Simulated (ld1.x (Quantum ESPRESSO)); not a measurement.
# Before and after: TM semilocal potential for Te (Z = 52)

tellurium (Te), norm-conserving Troullier–Martins (semilocal form), made with ld1.x (Quantum ESPRESSO) 7.5 (PBE, scalar-relativistic). Core [Kr] 4d10, reference 5s2 5p4. Waves: 5s (bound): rc 1.35 bohr; 5p (bound): rc 2.05 bohr. Local part: the p channel. Core correction: a·sin(br)/r model core, default radius (core density twice the valence density).

Change: core correction a·sin(br)/r model core inside 0.62 bohr.

Cutoffs: the cutoffs (Ry, on a coarse ladder) from which the occupation-weighted sum of valence levels, in a spherical-Bessel basis at the reference potential, stays within 10 and 1 mRy of its value at 400 Ry; they do not see the model core or the augmentation charge, which bear on the density cutoff. Errors are all-electron minus pseudo energies relative to the spin-unpolarised reference configuration.

**Question.** What does the change do?

**Answer.** The potential gets neither clearly harder nor softer (70 Ry and 200 Ry → 70 Ry and 200 Ry); of the 7 tests that both files solve, the error grows in 2 and shrinks in 0 by more than 15 % and 0.3 meV (median size 14.2 → 15.7 meV); neither file shows a bound ghost. The default core radius of the base comes out at 1.51 bohr. A semilocal file is local in each channel, so a ghost entry of none says nothing of the separable form that plane-wave codes build from it. A model core, the more so a compact one, raises the density cutoff, which this test does not measure.

```tsv
quantity	base	changed
cutoff, loose	70 Ry	70 Ry
cutoff, tight	200 Ry	200 Ry
bound ghosts	none	none
error for 5s2 5p3, meV [ΔE 9.73 eV]	-2.8	-3.1
error for 5s2 5p2, meV [ΔE 27.65 eV]	-14	-16
error for 5s2 5p1, meV [ΔE 54.55 eV]	-50	-56
error for 5s2 5p3.5, meV [ΔE 3.90 eV]	-1.0	-1.0
error for 5s2 5p4.3, meV [ΔE -1.47 eV]	+0.4	+0.4
error for 5s1 5p5, meV [ΔE 9.25 eV]	-20	-24
error for 5s0 5p6, meV [ΔE 18.70 eV]	-93	-114
s: phases at 2.24 bohr within 0.05 rad from the reference energy up to (Ry; the scan ends near 5)	0.3	0.3
p: phases at 2.24 bohr within 0.05 rad from the reference energy up to (Ry; the scan ends near 5)	4.3	4.3
```
